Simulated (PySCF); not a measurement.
CH₇F₃Si₃.
SMILES: `C([SiH]([SiH3])[SiH3])(F)(F)F`

Computed with PBE0-D3(BJ)/def2-SVP geometry optimisation, gas phase (PySCF 2.14.0).

Masses are those of the commonest isotopes; rigid-rotor values at the optimised geometry. 

(1) Give the principal moments of inertia and the rotational constants in cm⁻¹.

(2) What kind of rotor is it?

(3) Is it planar, by Δ = Ic − Ia − Ib?

(4) Give the coordinates in the principal-axis frame, origin at the centre of mass.

(5) Which lines would a microwave search look for?

(6) Estimate the classical rotational partition function at 10 K, 25 K and 500 K.

## Answers

(1) Ia = 354.54, Ib = 436.96, Ic = 662.84 u·Å²; 505379 MHz·u·Å²/I gives 1425, 1157 and 762.4 MHz, that is A = 0.04755, B = 0.03858, C = 0.02543 cm⁻¹.

(2) An asymmetric top; Ray's κ = 0.189.

(3) Not planar: Δ = Ic − Ia − Ib = -128.67 u·Å². For a rigid frame Δ = −2 Σ m c², so Σ m c² = 64.33 u·Å² lies off the ab plane: 10.53 from hydrogen and 53.81 from heavier atoms. The atom farthest from that plane is 2.15 Å away.

(4) The sense of each axis is arbitrary; atoms in the order of the calculation.
```csv
atom,mass (u),a (Å),b (Å),c (Å)
F1,18.998,1.968,-1.093,-0.382
C2,12.000,1.285,-0.007,0.007
F3,18.998,1.296,0.003,1.351
F4,18.998,1.978,1.066,-0.401
Si5,27.977,-0.540,0.001,-0.660
Si6,27.977,-1.568,1.949,0.141
Si7,27.977,-1.595,-1.932,0.140
H8,1.008,-0.444,-0.001,-2.151
H9,1.008,-1.543,1.932,1.634
H10,1.008,-2.987,1.965,-0.328
H11,1.008,-0.862,3.165,-0.362
H12,1.008,-0.902,-3.158,-0.356
H13,1.008,-1.582,-1.913,1.633
H14,1.008,-3.012,-1.933,-0.337
```

(5) The dipole components are |μa| = 1.91 D, |μb| = 0.00 D, |μc| = 0.51 D; the mirror of this Cs structure is the ac plane, so μb vanishes by symmetry (the 0.01 D computed is a residue) and there are no b-type lines. Intensities carry the squares of the components, which stand as 1.00 : 0.07 (a : c). Some lines, for components of 0.1 D or more:

```tsv
type	branch	J(Ka,Kc)	MHz	lower level (cm⁻¹)
a	Q	1(1,0) ← 1(1,1)	394	0.073
a	Q	4(3,1) ← 4(3,2)	514	0.793
c	Q	2(2,1) ← 2(1,1)	807	0.227
a	Q	3(2,1) ← 3(2,2)	857	0.446
a	Q	2(1,1) ← 2(1,2)	1182	0.188
c	Q	4(4,1) ← 4(3,1)	2534	0.811
c	R	2(1,1) ← 1(0,1)	4895	0.064
c	R	2(2,0) ← 1(1,0)	5262	0.086
c	R	2(2,1) ← 1(1,1)	5433	0.073
a	R	3(2,2) ← 2(2,1)	5757	0.254
a	R	3(1,2) ← 2(1,1)	6137	0.227
a	R	4(0,4) ← 3(0,3)	6622	0.355
c	R	3(1,2) ← 2(0,2)	7417	0.185
a	R	4(3,2) ← 3(3,1)	7961	0.528
a	R	5(1,5) ← 4(1,4)	8134	0.577
c	R	3(3,1) ← 2(2,1)	8203	0.254
a	R	5(3,3) ← 4(3,2)	9829	0.793
c	R	4(3,1) ← 3(2,1)	10065	0.475
c	R	4(3,2) ← 3(2,2)	10407	0.446
c	R	4(4,0) ← 3(3,0)	10948	0.531
c	R	4(4,1) ← 3(3,1)	11010	0.528
c	R	5(3,2) ← 4(2,2)	12254	0.759
c	R	5(2,3) ← 4(1,3)	12386	0.691
c	R	5(2,4) ← 4(1,4)	12695	0.577
c	R	5(3,3) ← 4(2,3)	12748	0.696
c	R	5(4,1) ← 4(3,1)	12860	0.811
```

(6) Point group Cs, symmetry number σ = 1; q = (√π/σ)·√((kT/h)³/(ABC)), k/h = 20836.6 MHz/K: 4750 at 10 K, 18800 at 25 K, 1680000 at 500 K.

Not checked by PBE0-D3(BJ)/def2-SVP frequencies. Constants of a rigid frame at the computed geometry: no zero-point averaging, no centrifugal distortion. A rigid rotor knows nothing of internal rotation, which can split or shift real lines.

The values belong to the conformer `[F:1][C:2]([F:3])([F:4])[SiH:5]([SiH3:6])[SiH3:7]`: F1–C2–Si5–Si6 179°.
